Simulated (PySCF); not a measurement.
# Molecular orbitals of TlCl

PBEsol at R = 2.497 Å; PySCF, spin-free X2C with a Gaussian nucleus, basis sets Tl x2c-TZVPPall, Cl x2c-TZVPPall. State: singlet, closed shell. Only the outer orbitals are listed, counted within each symmetry.

```tsv
orbital	occ.	ε (eV)	on Tl (%)	main shells (%)
18σ	2	-10.33	80	79 Tl s, 18 Cl p
10π	2	-6.56	6	94 Cl p
10π	2	-6.56	6	94 Cl p
19σ	2	-6.42	34	66 Cl p, 17 Tl s, 16 Tl p
11π	0	-2.36	95	95 Tl p
11π	0	-2.36	95	95 Tl p
20σ	0	-0.58	92	84 Tl p, 8 Cl p
```

Which are the highest filled and the lowest empty level, where do they sit, and how wide is the gap?

Highest filled 19σ at -6.42 eV (in %: 66 Cl p, 17 Tl s, 16 Tl p); lowest empty 11π at -2.36 eV (in %: 95 Tl p); the gap at PBEsol is 4.06 eV.

```json
{"bond order (Mayer)": "1.00", "⟨S²⟩": "0.000", "charge on Tl (Mulliken, basis-dependent)": "0.42", "charge on Tl (Löwdin, basis-dependent)": "0.14", "dipole moment (positive dipole means Tl(−)Cl(+))": "-4.11 D"}
```

Spin–orbit coupling is left out, which matters for elements this heavy, above all for dissociation energies.
